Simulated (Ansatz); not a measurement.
Molecule: TeCl (charge +1, singlet). This is an excited singlet: at this geometry the triplet lies 1.00 eV lower at CCSD(T)/CBS(def2-TZVPPD,def2-QZVPPD). SMILES: [Te+]Cl
Geometry from a B3LYP-D3(BJ)/def2-TZVP (Ansatz, a quantum-chemistry and plane-wave program) optimisation:
```xyz
2

Te     0.0000     0.0000    -0.5524
Cl     0.0000     0.0000     1.6897
```
Charge +1, spin multiplicity 1.

Parts of the frozen-core correlation energy in def2-SVP (Ansatz, hartree). Frozen orbitals: 14; correlated occupied orbitals by spin: 6 and 6; virtual: 24 and 24. No spin-orbit coupling. In def2 rows, elements after Kr have scalar-relativistic effective core potentials. The restricted reference is unstable.

| term | value |
|---|---|
| reference (HF) | -725.99516 |
| MP2 opposite-spin | ___ |
| MP2 same-spin | -0.05338 |
| CCSD correlation | ___ |
| (T) | ___ |
| CCSDT minus CCSD(T) | -0.00570 |
| T1 diagnostic | 0.029 |
| largest doubles amplitude | 0.208 |

### Question
Complete the blanks.

### Answer

- MP2 opposite-spin, value: -0.15957
- CCSD correlation, value: -0.24045
- (T), value: -0.01045
